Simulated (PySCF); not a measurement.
Match each property card to its molecule.

Structures:
1. `[C@H]12C=C[C@H](O1)C=C2`
2. `N#CC=C=S`
3. `[SiH3]N=P12C=CC(C=C1)C=C2`
4. `C[SiH2]S[SiH3]`
5. `c1csc(c1)B(O)O`

Card P (geometry PBE0-D3(BJ)/def2-SVP):
- Rotational constants A, B, C: 2.382, 0.671, 0.664 GHz
- Static isotropic polarisability (wB97X-D/def2-SVPD): 127.8 au
- Lowest triplet excitation (Tamm–Dancoff) (TDA wB97X-D/def2-SVPD): 3.70 eV
- Lowest singlet excitation (TDDFT wB97X-D/def2-SVPD): 4.87 eV (255 nm, f = 0.001)
- Vertical ionisation energy (ΔSCF wB97X-D/def2-SVPD): 8.47 eV

Card Q (geometry PBE0-D3(BJ)/def2-SVP):
- Rotational constants A, B, C: 4.584, 3.734, 3.320 GHz
- Static isotropic polarisability (PBE0/def2-SVPD): 63.7 au
- Vertical ionisation energy (ΔSCF PBE0/def2-SVPD): 8.61 eV
- Lowest triplet excitation (Tamm–Dancoff) (TDA PBE0/def2-SVPD): 3.11 eV
- Isotropic shieldings of nuclei other than C and H, by class (GIAO B97-2/pcSseg-2): 97 (1 O) ppm

Card R (geometry PBE0-D3(BJ)/def2-SVP):
* Rotational constants A, B, C: 3.595, 1.289, 0.949 GHz
* Static isotropic polarisability (wB97X-D/def2-SVPD): 83.8 au
* Strongest line among the 10 lowest singlet transitions (TDDFT wB97X-D/def2-SVPD): S1 at 5.41 eV (229 nm, f = 0.175)
* Point group: Cs
* Lowest singlet excitation (TDDFT wB97X-D/def2-SVPD): 5.41 eV (229 nm, f = 0.175)

Card S (geometry PBE0-D3(BJ)/def2-SVP):
* Rotational constants A, B, C: 24.392, 1.763, 1.644 GHz
* Static isotropic polarisability (PBE0/def2-SVPD): 64.5 au
* Dipole moment (PBE0/def2-SVPD): 4.11 D
* Strongest line among the 10 lowest singlet transitions (TDDFT PBE0/def2-SVPD): S9 at 6.66 eV (186 nm, f = 0.593)
* Point group: Cs

Card T (geometry PBE0-D3(BJ)/def2-SVP):
- Rotational constants A, B, C: 8.685, 1.571, 1.385 GHz
- Static isotropic polarisability (wB97X-D/def2-SVPD): 89.5 au
- Point group: Cs
- Lowest singlet excitation (TDDFT wB97X-D/def2-SVPD): 6.23 eV (199 nm, f = 0.022)
- Isotropic shieldings of nuclei other than C and H, by class (GIAO PBE/pcSseg-2): 344 (1 Si), 381 (1 Si), 780 (1 S) ppm

Each SMILES stands for a single optimised conformer of the isolated species, non-relativistic unless stated. Electronic properties by PySCF. NMR classes are plain means over equivalent atoms (diastereotopic ones count apart unless rotation or inversion swaps them), as if these changed places fast.

Which card belongs to which structure?

P = 3, Q = 1, R = 5, S = 2, T = 4. What ties each card to its structure:
- 1 (card Q), C6H6O, monoisotopic mass 94.0 u, 7 heavy atoms: an asymmetric top with C = 3.320 GHz, the highest such constant on the cards; polarisability 63.7 au for 50 electrons.
- 2 (card S), C3HNS, monoisotopic mass 83.0 u, 5 heavy atoms: an asymmetric top with C = 1.644 GHz; polarisability 64.5 au for 42 electrons; dipole 4.11 D.
- 3 (card P), C7H10NPSi, monoisotopic mass 167.0 u, 10 heavy atoms: a nearly prolate symmetric top with C = 0.664 GHz, the lowest such constant on the cards; polarisability 127.8 au for 88 electrons.
- 4 (card T), CH8SSi2, monoisotopic mass 108.0 u, 4 heavy atoms: an asymmetric top with C = 1.385 GHz; polarisability 89.5 au for 58 electrons.
- 5 (card R), C4H5BO2S, monoisotopic mass 128.0 u, 8 heavy atoms: an asymmetric top with C = 0.949 GHz; polarisability 83.8 au for 66 electrons.
